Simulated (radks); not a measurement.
All-electron calculation, Dirac Kohn-Sham, PBE, spin-unpolarised, spherical densities, finite nucleus; open shells are shared between the two j in proportion to 2j + 1; Fermi nuclear charge, rms radius of each element as measured or else 0.836 A^(1/3) + 0.57 fm. Program: a radial shooting solver on a logarithmic mesh with Libxc functionals. Each species is in its NIST ground configuration. Rank Mo2+, Ag2+, Rh2+, Pd2+, Nb2+, Tc2+, Zr2+, Ru2+, Cd2+ by Delta-SCF ionisation energy (eV), largest first.

Answer. Cd2+ 38.007, Ag2+ 36.191, Pd2+ 34.357, Rh2+ 32.502, Ru2+ 30.620, Tc2+ 28.703, Mo2+ 26.741, Nb2+ 24.721, Zr2+ 22.623.
